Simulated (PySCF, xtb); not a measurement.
HfO2, SMILES [O]=[Hf]=[O], multiplicity 1.

Harmonic wavenumbers (cm⁻¹) from GFN2-xTB run with xtb 6.7.1 at its own minimum, in rising order: 174, 673, 689.

What does PBE0-D3(BJ)/def2-TZVP in PySCF 2.14.0 give at its own minimum? (The exact figures need the calculation; the answer reports its results.)

298, 848, 932. Paired by order, the mean absolute difference is 181 cm⁻¹ and the zero-point energies are 2.2 and 3.0 kcal/mol.
